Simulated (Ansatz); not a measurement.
SbH2(SMe) (CH₅SSb): single points at one geometry.

```yaml
crystal:
  periodic: [false, false, false]
  atoms:
    - {symbol: Sb, position_ang: [0.821165, 1.623574, 0.204021]}
    - {symbol: H, position_ang: [2.273546, 1.642373, -0.735872]}
    - {symbol: H, position_ang: [0.151625, 2.845875, -0.816968]}
    - {symbol: S, position_ang: [-0.222572, -0.220125, -1.017716]}
    - {symbol: C, position_ang: [-0.676743, -1.293763, 0.392770]}
    - {symbol: H, position_ang: [0.207872, -1.650015, 0.934566]}
    - {symbol: H, position_ang: [-1.192068, -2.159121, -0.044357]}
    - {symbol: H, position_ang: [-1.362834, -0.788779, 1.083566]}
basis:
  gaussian: {orbitals: def2-TZVP, initial_orbitals: start.molden}
hamiltonian: {xc: {name: LC-wPBE, parameters: {omega: 0.15/bohr}}}
scf: {omitted_lower_state_checks: [starts]}
output: {orbitals: {seedname: orbitals}}
```

The file start.molden holds the orbitals of an earlier run on this structure, at another level or in another basis.

```sh
$ ansatz run in.yaml --threads 4 --pin off --events-out ev --progress --plain --max-ram 3916MiB
```

It prints (some lines left out):

```
Functional definition: LC-wPBE
1044 factors; their error is unknown
137 factors; integrals over basis functions are off by at most 9.4e-7 eV
mean field evaluation 1: about -18487.6352 eV, gradient 9.4e0 eV
mean field evaluation 2: about -18487.6953 eV, gradient 6.7e-2 eV
mean field evaluation 4: about -18487.6739 eV, gradient 2.0e-4 eV
mean field -18487.67394050 eV, -679.4094859178 hartree, gradient 1.6e-5 eV, S^2 0.000000; 0 other end points of the search recorded, 0 dependent functions left out
reference -18487.67394055 eV, -679.4094859197 hartree; 25, 25 occupied and 123, 123 virtual orbitals, 1044 factors
Total energy: -18487.67394055 eV, -679.4094859197 hartree
Checks for a lower state left out: starts
```

It took 1.4 s on 4 threads of Arm Neoverse V1 on a shared host.

First input, but with `hamiltonian: {xc: hse06, dispersion: d4}` (abridged; 1.7 s):

```
Functional definition: HSE06
mean field -18487.18009010 eV, -679.3913372504 hartree, gradient 1.2e-5 eV, S^2 0.000000
Total energy: -18487.32470481 eV, -679.3966517429 hartree
Checks for a lower state left out: starts
```

First input, but with `gaussian: {orbitals: def2-SVP, initial_orbitals: start.molden}`, `hamiltonian: {xc: pbe0, dispersion: d4}` (abridged; 0.9 s):

```
Functional definition: PBE0
mean field -18482.23294340 eV, -679.2095329623 hartree, gradient 2.5e-5 eV, S^2 0.000000
Total energy: -18482.38647758 eV, -679.2151752397 hartree
Checks for a lower state left out: starts
```

As the first input, with `gaussian: {orbitals: STO-3G}`, `hamiltonian: {xc: hf}` (abridged; 0.2 s):

```
Functional definition: HF
mean field -181904.39159599 eV, -6684.8630919274 hartree, gradient 1.2e-5 eV, S^2 0.000000
Total energy: -181904.39159599 eV, -6684.8630919274 hartree
Checks for a lower state left out: starts
```

The first input with `hamiltonian: {xc: {name: LC-wPBE, parameters: {omega: 0.3/bohr}}}` (abridged; 1.4 s):

```
Functional definition: LC-wPBE
mean field -18488.85651409 eV, -679.4529446956 hartree, gradient 1.8e-5 eV, S^2 0.000000
Total energy: -18488.85651410 eV, -679.4529446960 hartree
Checks for a lower state left out: starts
```

As the first input, with `hamiltonian: {xc: pbe, dispersion: d4}` (abridged; 1.1 s):

```
Functional definition: PBE
mean field -18486.10715949 eV, -679.3519077777 hartree, gradient 9.6e-6 eV, S^2 0.000000
Total energy: -18486.28882092 eV, -679.3585837121 hartree
Checks for a lower state left out: starts
```

Geometry: PBE-D4/def2-TZVP.

In the def2 sets Sb takes a core potential, while STO-3G treats all electrons; there is no spin–orbit coupling. HSE06 is defined as in plane-wave codes, on full-range PBE exchange.
